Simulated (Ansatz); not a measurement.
Consider the formal exchange of groups at the Si–C bond: `O[SiH](F)CF` + `[AlH2][SH]` → `O[SiH](F)[AlH2]` + `FCS`.

Computed with Ansatz on PBE0-D4/def2-TZVP structures; ΔE is electronic, products minus reactants. CCSD(T)/CBS adds triple-zeta CCSD(T) − MP2 to the extrapolated MP2 energy (def2 sets, frozen cores). This one scheme is used for every species. DFT in def2-TZVPP. HSE06 is defined as in plane-wave codes. Each species was taken in one conformer, which may not be the lowest.

```
             level  ΔE (kJ/mol)  difference from CCSD(T)/CBS
        r2SCANh-D4        170.2                          2.3
          BHLYP-D4        169.4                          1.5
      CAM-B3LYP-D4        166.0                         -1.9
          PBE-QIDH        167.0                         -0.9
               PBE        149.2                        -18.7
            revPBE        147.0                        -20.9
            r2SCAN        169.1                          1.2
              PBE0        156.6                        -11.3
             HSE06        156.6                        -11.3
             BHLYP        169.0                          1.1
           LC-ωPBE        161.8                         -6.1
RPA@PBE/def2-TZVPP        161.5                         -6.4
      MP2/def2-SVP        177.3                          9.4
     HF/def2-TZVPP        172.7                          4.8
    MP2/def2-TZVPP        175.5                          7.6
      HF/CBS(def2)        172.1                          4.2
       CCSD(T)/CBS        167.9                            0
```

Largest T1 diagnostic among the species: 0.012.

Leaving LDA and LC-ωPBE aside and taking each functional with its dispersion term where it has one, the values, not all of them listed here, spread over 22.5 kJ/mol, from revPBE-D4 to ωB97M-V. LDA lies +4.6 kJ/mol from PBE without D4. From BLYP to BHLYP (50 % exact exchange), in def2-TZVPP and without D4, ΔE moves by +13.9 kJ/mol.

CCSD(T)/CBS has its own doubt, a few kJ/mol and more with outer-core shells, so smaller differences from it don't rank the levels.
